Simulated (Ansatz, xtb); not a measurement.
## Ranking isomers of C4HFN2S

8 gas-phase structures of C4HFN2S, from a drawn sample of its isomers (lower ones may exist). Each was relaxed with GFN2-xTB:

A. `N#Cc1cnc(F)s1`, a singlet
B. `C#Cc1nsnc1F`, a singlet
C. `N#Cc1ncsc1F`, a singlet
D. `N#Cc1cc(F)sn1`, a singlet
E. `N#Cc1scnc1F`, a singlet
F. `C#Cc1nsc(F)n1`, a singlet
G. `N#Cc1csnc1F`, a singlet
H. `C#Cc1nc(F)ns1`, a singlet

**Question.** Estimate their order in r2SCAN-D4/def2-SVP//GFN2-xTB energy at these geometries, lowest first.

**Answer.** Calculated order at r2SCAN-D4/def2-SVP//GFN2-xTB: E (0.0), A (1.1), G (4.9), C (9.6), D (14.5), H (33.1), F (39.5), B (42.8) kcal/mol.

Energies above the lowest of each column, in kcal/mol; the last columns are at r2SCAN-D4/def2-SVP geometries and were run for some of them only (a dash: not run or not comparable):

```csv
structure,GFN2-xTB,HF/STO-3G,r2SCAN-D4/def2-SVP//GFN2-xTB,r2SCAN-D4/def2-SVP,CCSD(T)/def2-SVP + ΔMP2/def2-TZVPP
E,0.4,1.6,0.0,0.0,0.4
A,0.0,0.0,1.1,1.2,1.1
G,1.4,6.0,4.9,4.4,0.0
C,5.0,3.4,9.6,9.4,8.5
D,6.3,9.9,14.5,13.9,–
H,9.2,48.7,33.1,–,–
F,14.6,48.5,39.5,–,–
B,15.9,55.0,42.8,–,–
```

CCSD(T)/def2-SVP + ΔMP2/def2-TZVPP puts G lowest of those it was run on, with E within 1 kcal/mol; GFN2-xTB picks A, HF/STO-3G picks A. CCSD(T)/def2-SVP + ΔMP2/def2-TZVPP orders those it was run on as G (0.0), E (0.4), A (1.1), C (8.5) kcal/mol. Less than 1 kcal/mol parts G and E; E and A, so the order within those pairs means little. Frequencies (GFN2-xTB) were run for A, C, E, G alone. The ΔMP2 step shifts differences by up to 4.3 kcal/mol, which makes them less sure. ΔMP2 is the change of the MP2 energy from the smaller to the larger basis.

Over these structures GFN2-xTB departs from r2SCAN-D4/def2-SVP//GFN2-xTB by 10.2 kcal/mol on average once a common shift is removed. A GFN2-xTB relaxation took about 0.12 s and the r2SCAN-D4/def2-SVP//GFN2-xTB energy about 2.4 s on a shared host (Ansatz 0.2.0, xtb 6.7.1).
